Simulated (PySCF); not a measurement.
C₆H₁₁NSi₂: full NMR table

```yaml
Formula: C6H11NSi2
SMILES: "[SiH3]N([SiH3])[C@@]12[C@@H]3[C@H]4[C@@H]3[C@@H]1[C@H]42"
InChI: InChI=1S/C6H11NSi2/c8-7(9)6-3-1-2(3)5(6)4(1)6/h1-5H,8-9H3/t1-,2+,3-,4+,5-,6-
Point_group_of_the_computed_structure: C1
Degrees_of_unsaturation: 4
Carbon_signals: 4
Proton_signals: 4
```

Structure with atom numbers: `[SiH3:1][N:2]([SiH3:3])[C@@:4]12[C@@H:5]3[C@H:6]4[C@@H:7]3[C@@H:8]1[C@@H:9]24` (H(Xn): hydrogen on atom n).

Theoretical values (PySCF): NMR shieldings at PBE0/pcSseg-1/GIAO, coordinates at the PBE0-D3(BJ)/def2-SVP level. A single conformation, no solvent, non-relativistic Hamiltonian, fast rotation and ring inversion assumed for equivalent nuclei.

References, each an isolated molecule treated in the same way: 1H (σ = 31.27 ppm) and 13C (σ = 184.41 ppm) and 29Si (σ = 351.99 ppm) against TMS; 15N (σ = 265.67 ppm) against NH3.

```tsv
carbon	δC, type	δH (multiplicity)	HMBC from (2–3 bonds)	span of the C tensor (ppm)
C4	55.9, C	–	H(Si1)/H(Si3), H(C5), H(C8)/H(C9), H(C6)/H(C7)	86
C5	37.1, CH	2.72 (m)	H(C8)/H(C9), H(C6)/H(C7)	105
C6/C7	25.9, CH	2.08 (m)	H(C5), H(C8)/H(C9), H(C6)/H(C7)	89
C8/C9	39.2, CH	2.62 (m)	H(C5), H(C8)/H(C9), H(C6)/H(C7)	91
```

Other nuclei:
```
        atoms  nucleus                        environment  δ (ppm)  σ (ppm)
H(Si1)/H(Si3)       1H  hydrogen on a silicon bonded to N     4.64    26.63
      Si1/Si3     29Si           silicon bonded to N, 3 H    -50.8    402.8
           N2      15N         nitrogen bonded to C, 2 Si     19.6    246.1
```

Carbon types of the structure: 1 × C, 5 × CH, leaving 6 H on heteroatoms. δC 55.9, 39.2, 37.1, 25.9: three-membered-ring carbon. δH 4.64: hydrogen on a silicon bonded to N. δH 2.72, 2.62, 2.08: hydrogen on a three-membered-ring carbon.

Shifts are as computed. Against solution values, carbons near 30 ppm lie about +2 ppm off and those near 130 ppm about +5 ppm. Of 1211 compounds with measured shifts, 218 miss one by over three times the rms of a fit or turn the order of signals round; such compounds aren't used in these exercises. Experimental scales use liquid or dissolved standards, which lie at an offset from isolated NH3 (liquid NH3: subtract about 20 ppm). Multiplicities follow the n + 1 count of equivalent neighbours, as no J values were calculated; m marks all less simple cases, F and P coupling included.
